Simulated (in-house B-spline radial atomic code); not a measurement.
Values are calculated unless marked as measured or tabulated.
**C6 from the polarisability at imaginary frequency: the boron ion B³⁺**

B97-1 linear response of the closed shell 1s2, from an all-electron radial atomic-structure program (B-spline basis); non-relativistic, point nucleus, no spin-orbit coupling.

The dispersion coefficient of two like species is C6 = (3/π) ∫ α(iu)² du from 0 to ∞.

| u (hartree) | α(iu) (bohr³) |
| --- | --- |
| 0 | 0.02021 |
| 0.24 | 0.02019 |
| 0.56 | 0.02012 |
| 0.96 | 0.01995 |
| 1.6 | 0.0195 |
| 2.4 | 0.01868 |
| 3.6 | 0.0171 |
| 5.6 | 0.01415 |
| 8 | 0.01094 |
| 12 | 0.007185 |
| 20 | 0.003546 |
| 40 | 0.001098 |

**Question.** Fit one oscillator, α(iu) = α(0)/(1 + u²/ω²), through u = 8 and estimate C6.

**Answer.** From α(0)/α(iu) − 1 = 0.02021/0.01094 − 1 = 0.8473, ω = u/√0.8473 = 8.6908 hartree (236.5 eV). London's formula gives C6 = (3/4) α(0)² ω = 0.75 × 0.02021² × 8.6908 = 0.002662 hartree·bohr⁶, and the oscillator holds f = α(0) ω² = 1.53 electrons, of a sum of oscillator strengths of 2.0.

**Question.** How does that compare with the full integral?

**Answer.** The program's quadrature over all excitations gives C6 = 0.002697, so the single oscillator is off by -1.3 %. At the last point the fit gives α = 0.000911 against 0.0011: higher excitations, and deeper shells where there are any, keep the true curve higher at large u.
